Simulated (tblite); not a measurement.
Compound: C₃H₉AlF₂OS.
Atom-mapped SMILES: `[CH3:1][S+:2]([CH3:3])[AlH2-:4][O:5][CH:6]([F:7])[F:8]` (hydrogens: H9, H10, H11 on C1; H12, H13, H14 on C3; H15, H16 on Al4; H17 on C6)

Computed with GFN2-xTB (tblite), gas phase: L-BFGS steps from a force-field or distance-geometry start until the largest atomic force falls under 0.01 eV/Å.

Geometry at step 27:
```
atom  x, y, z in Å
C1     -2.0905   -1.3526    0.5595
S2     -1.2157   -0.6053   -0.8394
C3     -1.9268    1.0693   -0.7363
Al4     0.8493   -0.7115    0.5362
O5      2.1409    0.1653   -0.0901
C6      3.2613    0.7972   -0.3869
F7      3.1783    1.4538   -1.5733
F8      3.5340    1.7589    0.5319
H9     -1.5920   -2.2864    0.8034
H10    -2.0239   -0.6854    1.4131
H11    -3.1237   -1.5317    0.2809
H12    -1.9401    1.4844   -1.7382
H13    -1.3368    1.6909   -0.0700
H14    -2.9391    0.9741   -0.3620
H15     0.1416   -0.1166    1.7760
H16     0.9261   -2.2354    0.3259
H17     4.1502    0.1431   -0.4406
```

**Question.** Give the atomic forces at this geometry.

**Answer.** 
```tsv
atom	Fx (eV/Å)	Fy (eV/Å)	Fz (eV/Å)
C1	0.038	0.014	0.011
S2	0.031	-0.066	-0.068
C3	0.016	-0.005	0.037
Al4	-0.134	0.110	-0.010
O5	0.003	-0.089	-0.015
C6	-0.069	-0.083	0.049
F7	-0.109	0.007	0.037
F8	-0.006	0.063	-0.020
H9	0.006	-0.033	-0.054
H10	-0.056	-0.009	0.056
H11	0.002	-0.028	-0.031
H12	0.062	0.023	0.003
H13	0.084	0.036	0.043
H14	-0.068	0.027	-0.036
H15	0.102	0.164	0.044
H16	0.121	-0.102	-0.030
H17	-0.024	-0.030	-0.017
```

The largest, 0.20 eV/Å, acts on H15; the rms over all components is 0.060 eV/Å. The forces sum to zero within rounding, as they must for an isolated molecule in no field.

**Question.** Give the force on H15 in Eh/bohr and in nN.

**Answer.** 0.198 eV/Å ÷ 51.422 = 0.00385 Eh/bohr, and 0.198 eV/Å × 1.602 = 0.32 nN.

**Question.** How far is this geometry from the end of the optimisation?

**Answer.** 0.208 eV above it, and 0.675 Å rms away after alignment. The bonds farthest from their final lengths, with half the difference of the two atoms' forces along the bond (positive lengthens):

| bond | now (Å) | final (Å) | force along bond (eV/Å) |
| --- | --- | --- | --- |
| S2–Al4 | 2.484 | 2.470 | -0.06 |
| S2–C3 | 1.822 | 1.813 | +0.03 |
| Al4–H15 | 1.547 | 1.555 | -0.02 |
| C6–F7 | 1.359 | 1.366 | +0.03 |
| O5–C6 | 1.320 | 1.313 | -0.04 |
| C3–H13 | 1.086 | 1.092 | +0.03 |

The angle farthest from its final value is C3–S2–Al4, 109.4° against 92.7°.

What follows is the cost of the whole relaxation. The run took 1.8 s of wall time on one thread, Arm Neoverse N1 (aarch64), no GPU, on a shared host.
